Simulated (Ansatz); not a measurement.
Mulliken charges of H2O2Zn (`[OH][Zn][OH]`) from ωB97M-V/def2-TZVPP in Ansatz (PBE0-D4/def2-TZVP geometry).

```tsv
atom	x (Å)	y (Å)	z (Å)	charge (e)
O1	-0.713	-0.276	-1.616	-0.491
Zn2	0.044	-0.184	-0.024	0.630
O3	0.835	-0.257	1.553	-0.491
H4	-1.554	0.178	-1.692	0.177
H5	1.438	0.465	1.738	0.177
```

Problem. By hand: the dipole of these point charges (1 e Å = 4.8032 D).

Solution. Σ q r = (-0.053, 0.260, 0.024) e Å, of length 0.266 e Å = 1.28 D.

Problem. How does the dipole of the full density compare? (Best estimate.)

Solution. Computed: (-0.079, 0.392, 0.036) e Å, 1.93 D; the point charges give 0.66 times that, at 0° from its direction.

Point charges leave out the atoms' own dipoles, such as those of lone pairs, and Mulliken's split depends on the basis, so the two needn't agree.
